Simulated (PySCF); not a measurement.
NbSF2Cl, SMILES [F][Nb]([F])(=[S])[Cl], multiplicity 1. Heavy atoms are numbered as in [Nb:1](=[S:2])([F:3])([F:4])[Cl:5].

The structure is a stationary point at B3LYP-D3(BJ)/def2-SVP. The spin state was assumed, not searched. The def2 effective core potentials stand for the cores of Nb; spin–orbit coupling is left out.

These are HF/def2-TZVP (PySCF) values and carry that method's errors.

ESP charges are fitted to the potential on shells at 1.4 to 2.0 van der Waals radii. Atomic charges (e), one atom of each kind:

```tsv
atom	Mulliken	ESP fit	Löwdin
Nb1	1.99	1.04	0.53
S2	-0.47	-0.29	0.08
F3	-0.54	-0.28	-0.32
Cl5	-0.44	-0.19	0.03
```
